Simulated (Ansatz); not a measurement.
`[AlH2][SH]` + `CCI` → `[AlH2][CH2]CI` + H₂S  (formal exchange of groups at the Al–S bond)

Calculated with Ansatz (gas phase, PBE0-D4/def2-TZVP geometries, no zero-point term in ΔE). CCSD(T)/CBS is the MP2 limit (def2-TZVPP, def2-QZVPP) plus CCSD(T) − MP2 in def2-TZVPP, frozen cores. This one scheme is used for every species. DFT in def2-TZVPP. def2 core potentials past Kr. For I outer-core shells are correlated without core-valence functions, which leaves a few kJ/mol of doubt a bond. One conformer a species, not always the lowest.

`[AlH2][SH]`:

```xyz
5

Al   -0.271    0.153    0.572
S     0.908    0.490   -1.232
H    -0.377    1.362    1.582
H    -0.953   -1.257    0.786
H     0.693   -0.748   -1.709
```

`CCI`:

Cartesian coordinates in Å:
```
C -0.645 0.078 -0.507
C 0.432 -0.263 0.491
I 1.995 1.212 0.528
H -1.416 -0.700 -0.490
H -0.246 0.137 -1.521
H -1.120 1.032 -0.273
H 0.938 -1.197 0.260
H 0.061 -0.299 1.513
```

`[AlH2][CH2]CI`:

Cartesian coordinates in Å:
```
Al 0.650 1.570 -0.563
C 0.015 0.106 0.595
C -0.437 -1.118 -0.146
I -1.135 -2.717 1.153
H 0.651 1.399 -2.142
H 1.156 2.913 0.113
H 0.825 -0.134 1.295
H -0.791 0.509 1.220
H -1.287 -0.937 -0.801
H 0.354 -1.591 -0.724
```

H₂S:

Cartesian coordinates in Å:
```
S -0.268 0.076 0.553
H 0.324 -0.961 -0.058
H -0.056 0.885 -0.495
```

Problem. Is it downhill or uphill in electronic energy at CCSD(T)/CBS, and by how much? (An estimate is asked.)

Solution. The calculation gave: Uphill: ΔE = +31.4 kcal/mol.

Problem. What do these levels give: PBE-D4, PBE, MP2/def2-TZVPP, SCS-MP2/def2-TZVPP, HF/def2-QZVPP, HF/CBS(def2)? (Estimate.)

Solution. Computed: PBE-D4 30.4, PBE 30.9, MP2/def2-TZVPP 31.6, SCS-MP2/def2-TZVPP 31.6, HF/def2-QZVPP 33.6, HF/CBS(def2) 33.6 kcal/mol.

Largest T1 diagnostic among the species: 0.011.

In def2-TZVPP, CCSD(T) changes the Hartree–Fock value by −2.6 kcal/mol (the triples alone add −0.2 kcal/mol) and MP2 by −2.2 kcal/mol. From PBE to PBE0 (25 % exact exchange), in def2-TZVPP and without D4, ΔE moves by +0.8 kcal/mol. The D4 term adds −0.7 kcal/mol with B3LYP and −0.5 kcal/mol with PBE0; it sums over pairs of atoms, weighted by their polarisabilities, and B3LYP, whose exchange is more repulsive, gets the larger term.

B3LYP here is the variant with VWN-RPA as its local correlation; programs differ in this.
